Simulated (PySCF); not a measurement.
## WBr⁺ from Hartree–Fock to correlated methods

State: ⁵Π (quintet), unpaired electrons σ ↑, π ↑, δ ↑↑. Set-up: basis W def2-TZVPPD with ECP60, Br def2-TZVPPD; scalar-relativistic core potentials; PySCF 2.14. De refers to W⁺ (5d4 6s1) + Br in their high-spin ground configurations, without counterpoise correction. The functionals are run spin-unrestricted. A positive dipole points towards Br; it is taken about the centre of mass and depends on that origin.

```
       Level  Re (Å)  ωe (cm⁻¹)  De (eV)  μ (D)
        ROHF   2.359        302      n/a  -5.48
    ROHF-MP2   2.277        340      n/a    n/a
ROHF-SCS-MP2   2.293        331      n/a    n/a
         PBE   2.312        309      n/a  -2.44
        PW91   2.312        309      n/a  -2.44
      r²SCAN   2.312        313      n/a  -2.91
       B3LYP   2.321        310      n/a  -3.04
        PBE0   2.302        319      n/a  -3.14
     r²SCAN0   2.303        320      n/a  -3.40
   BHandHLYP   2.318        316      n/a  -3.92
       ωB97X   2.303        324      n/a  -3.87
      B2PLYP   2.310        318      n/a  -3.91
```

The bond length runs from 2.277 Å (ROHF-MP2) to 2.359 Å (ROHF).

Correlated steps freeze 9 core orbitals. De is left out where the level can put another filling of the metal’s s and d shells below the measured ground configuration, by anything from nothing to about 1 eV. Spin–orbit coupling is left out, which matters for elements this heavy, above all for dissociation energies. B2PLYP dipoles, levels and charges come from its SCF part alone. With d or f electrons several states lie close, and the lowest PBE0 determinant need not be the measured ground state.

The whole job (state search and all levels along the bond) took about 14 min on 2 threads of Arm Neoverse V1 (shared host), peak memory 4.4 GiB.
